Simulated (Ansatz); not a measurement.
CH₆AlNS (`[AlH2][NH]CS`) at its PBE0-D4/def2-TZVP geometry, where that method's forces vanish. The species carries charge 0 and has multiplicity 1.

```xyz
10

Al   -1.5667    0.5205    1.0056
N    -0.4303    0.2629   -0.3361
C     0.6094   -0.7120   -0.4179
S     2.3024   -0.1259   -0.0160
H    -1.5152   -0.5263    2.1905
H    -2.5664    1.7401    0.8882
H    -0.4031    0.9139   -1.1079
H     0.6570   -1.1865   -1.4008
H     0.4390   -1.5028    0.3161
H     2.4738    0.6160   -1.1217
```

**Question.** What forces (eV/Å) does B3LYP-D4/def2-TZVPP give on these atoms in Ansatz 0.2.0? (Estimate.)

**Answer.** Computed: 
```
Al1 -0.110  0.030  0.103
N2  -0.162  0.159 -0.014
C3  -0.063 -0.367 -0.081
S4   0.283  0.098  0.054
H5  -0.005  0.071 -0.075
H6   0.061 -0.078  0.014
H7  -0.007  0.004 -0.005
H8  -0.016  0.028  0.063
H9   0.003  0.048 -0.061
H10  0.016  0.008  0.003
```

B3LYP here is the variant with VWN-RPA as its local correlation; programs differ in this.
